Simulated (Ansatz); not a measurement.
Energy needed to pull apart BSbH4 (SMILES [BH2][SbH2]), closed shell, into free ground-state atoms, from the structure below (displaced at random from a GFN2-xTB minimum); no zero-point or spin–orbit terms; open-shell atoms are treated unrestricted, in their ground-state multiplicity.

B1  (0.222, -1.111, 0.237)
Sb2  (0.526, 1.064, 0.063)
H3  (-0.201, -1.371, 1.334)
H4  (0.196, -1.748, -0.760)
H5  (0.018, 1.275, -1.698)
H6  (-0.710, 1.590, 0.785)
(Å)

Program: Ansatz 0.2.0. Basis: def2-TZVPP. Cores are frozen in the correlated methods. Filled d shells of the heavier atoms are correlated. Core potentials replace the inner electrons of the atoms past krypton. The def2 sets are not built for correlating such inner shells, so the correlated values are less sure here.

| method | atomization energy (kJ/mol) |
| --- | --- |
| PBE-D4 | ? |
| r2SCAN-D4 | 1483 |
| PBE0-D4 | 1472 |
| r2SCAN0-D4 | 1466 |
| LC-wPBE | ? |
| wB97M-V | 1483 |
| HF | 1055 |
| MP2 | 1408 |
| CCSD | 1424 |
| CCSD(T) | 1442 |

Problem. What does PBE-D4 give? (To be estimated.)

Solution. Computed: 1489 kJ/mol, which is about 47 kJ/mol more than CCSD(T)/def2-TZVPP.

Problem. What does LC-wPBE give? (An estimate is asked for; the value comes from the calculation.)

Solution. Computed: 1450 kJ/mol, which is about 8 kJ/mol more than CCSD(T)/def2-TZVPP.

In triple zeta the MP2 and coupled-cluster atomization energies are still short of their basis limit by a few kcal/mol a bond, whereas those of the functionals are nearly converged, so these differences are not deviations from converged CCSD(T).

The T1 diagnostic stays at or below 0.017.

For scale, one of the runs: CCSD(T)/def2-TZVPP forces, 137 basis functions (an equivalent command: `ansatz run in.yaml --threads 4`). Time: 31 s of wall clock on 4 CPU threads; the host was shared. Peak host memory: 1.5 GiB.
